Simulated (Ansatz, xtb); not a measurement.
# Isomers of C2H4FIn in order of energy

3 gas-phase structures of C2H4FIn, found in a search over its isomers (lower ones may exist). Each was relaxed with GFN2-xTB:

A. `FC[CH2][In]`, a singlet
B. `C=[CH][InH][F]`, a singlet
C. a singlet given by its coordinates

C (Å):

```json
{"atom": "C", "x (Å)": "-1.7243", "y (Å)": "-0.9709", "z (Å)": "0.4332"}
{"atom": "C", "x (Å)": "-0.8794", "y (Å)": "0.0576", "z (Å)": "-0.2947"}
{"atom": "F", "x (Å)": "0.5142", "y (Å)": "-0.0745", "z (Å)": "0.3203"}
{"atom": "In", "x (Å)": "-0.4005", "y (Å)": "2.1557", "z (Å)": "0.6851"}
{"atom": "H", "x (Å)": "-1.2994", "y (Å)": "-1.9762", "z (Å)": "0.3854"}
{"atom": "H", "x (Å)": "-2.7101", "y (Å)": "-0.9881", "z (Å)": "-0.0299"}
{"atom": "H", "x (Å)": "-1.8384", "y (Å)": "-0.6966", "z (Å)": "1.4865"}
{"atom": "H", "x (Å)": "-0.6800", "y (Å)": "-0.3042", "z (Å)": "-1.3117"}
```

Close contacts (Å): C1–C2 1.52, C2–F3 1.53, C2–In4 2.36, F3–In4 2.44, C1–H5 1.09, C1–H6 1.09, C1–H7 1.09, C2–H8 1.10.

Question: Which do you expect lowest at r2SCAN-D4/def2-SVP, and how would the others follow?

Answer: Calculated order at r2SCAN-D4/def2-SVP: A (0.0), C (7.8), B (10.2) kcal/mol.

Energies above the lowest of each column, in kcal/mol; the last columns are at B3LYP-D3(BJ)/def2-SVP geometries:

```tsv
structure	GFN2-xTB	HF/STO-3G	r2SCAN-D4/def2-SVP	B3LYP-D3(BJ)/def2-SVP	CCSD(T)/def2-SVP + ΔMP2/def2-TZVPP
A	0.0	0.0	0.0	0.0	0.0
C	0.0	11.3	7.8	6.9	6.9
B	23.9	3.5	10.2	13.2	6.1
```

Every level run on A puts it lowest or level with the lowest. CCSD(T)/def2-SVP + ΔMP2/def2-TZVPP orders those it was run on as A (0.0), B (6.1), C (6.9) kcal/mol. Less than 1 kcal/mol parts B and C, so the order within that pair means little. Some further structures that were screened fall inside this span and aren't listed. Flexible structures stand in one conformer each, not always the lowest. Atoms past krypton carry core potentials in the def2 sets, without spin–orbit terms. ΔMP2 is the change of the MP2 energy from the smaller to the larger basis.

Programs: Ansatz 0.2.0, xtb 6.7.1.
